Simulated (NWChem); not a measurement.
Molecule: CH4F3NSi; SMILES F[Si](CF)(N)F

```xyz
10

N      1.6183     0.3513    -0.3597
Si    -0.0551     0.4494    -0.0551
F     -0.8164     1.3574    -1.1771
F     -0.4477     1.1914     1.3491
C     -0.7258    -1.3189    -0.0822
F      0.2594    -2.1691     0.4397
H      2.0702    -0.5343    -0.1183
H      2.2572     1.1456    -0.3052
H     -0.9676    -1.6365    -1.1215
H     -1.6550    -1.4197     0.5218
```
Atoms are numbered in this order, from 1.

Level: PBE-D3(BJ)/def2-SVP (NWChem), optimised geometry, unscaled harmonic frequencies. 

```
frequency (cm⁻¹)  IR intensity (km/mol)
----------------  ---------------------
50                                  3.0
127                                 2.2
171                                 9.6
236                                 5.7
265                                12.0
302                                49.1
335                                40.0
358                               135.4
373                                32.3
660                                 3.6
731                                 3.7
759                                 0.6
861                               176.3
917                               153.1
954                               147.5
1028                               81.8
1194                                4.2
1268                                3.1
1400                                4.0
1471                               77.2
2963                               13.5
3023                               12.6
3506                               41.2
3611                               55.0
```

The zero-point energy comes out as 38.0 kcal/mol and the thermal correction to the enthalpy at 298.15 K (with zero-point energy) is 43.5 kcal/mol. The heat capacity Cv is 26.4 cal/(mol K) and the entropy at 298.15 K and 1 atm (symmetry number 1) comes out as 87.6 cal/(mol K). The dipole moment comes out as 1.40 D.

Rigid rotor and harmonic oscillator; modes under 100 cm⁻¹ make the entropy uncertain.
